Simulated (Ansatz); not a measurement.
C6H18ClHfN3, SMILES `C[N](C)[Hf]([Cl])([N](C)C)[N](C)C` at its PBE0-D4/def2-TZVP geometry, where that method's forces vanish. Total charge 0; spin multiplicity 1. Hf: def2 effective core potential.

```xyz
29

C    -1.6292   -2.5125    0.4294
N    -0.9311   -1.3542    0.9455
C    -0.5334   -1.5262    2.3206
Hf   -0.7261    0.2381   -0.3013
Cl   -2.8498    0.9357   -1.1829
N     0.1635    1.7318    0.7520
C    -0.6081    2.3420    1.8139
C     1.4566    2.3495    0.5945
N     0.5479   -0.3067   -1.7886
C     1.2556   -1.5422   -2.0139
C     0.7748    0.6542   -2.8473
H    -0.9964   -3.4117    0.4517
H    -1.9370   -2.3575   -0.6127
H    -2.5407   -2.7298    1.0035
H    -0.0138   -0.6373    2.6842
H    -1.3996   -1.7062    2.9743
H     0.1458   -2.3831    2.4388
H    -1.5939    1.8690    1.9091
H    -0.1057    2.2468    2.7875
H    -0.7826    3.4114    1.6299
H     2.0577    2.2640    1.5116
H     1.3692    3.4212    0.3626
H     2.0142    1.8724   -0.2143
H     2.3421   -1.3799   -2.0659
H     0.9529   -2.0171   -2.9587
H     1.0632   -2.2482   -1.2033
H     1.8376    0.9241   -2.9300
H     0.2171    1.5819   -2.6659
H     0.4491    0.2706   -3.8242
```

(1) What forces (eV/Å) does r2SCAN-D4/def2-TZVPP give on these atoms in the Gaussian-basis code of Ansatz? (Best estimate.)

Answers

(1) Ansatz gave: 
```
C1  -0.081 -0.090 -0.103
N2   0.061  0.109 -0.034
C3   0.053 -0.005  0.176
Hf4 -0.038  0.013 -0.015
Cl5 -0.089  0.029 -0.037
N6   0.008 -0.105 -0.077
C7  -0.124  0.029  0.095
C8   0.166  0.071 -0.036
N9  -0.044 -0.012  0.121
C10  0.080 -0.164 -0.014
C11 -0.016  0.135 -0.081
H12  0.004 -0.007  0.006
H13  0.010  0.015 -0.001
H14 -0.005 -0.004  0.006
H15 -0.004 -0.002 -0.009
H16 -0.005 -0.008  0.006
H17  0.000 -0.010  0.003
H18  0.005 -0.013 -0.011
H19  0.008  0.003  0.006
H20  0.002  0.009  0.001
H21  0.003  0.006  0.008
H22  0.002  0.011  0.005
H23 -0.010 -0.001  0.003
H24  0.009  0.000 -0.007
H25  0.003 -0.004 -0.013
H26 -0.004  0.008 -0.001
H27  0.010 -0.003 -0.003
H28 -0.004 -0.004  0.016
H29  0.000 -0.005 -0.011
```
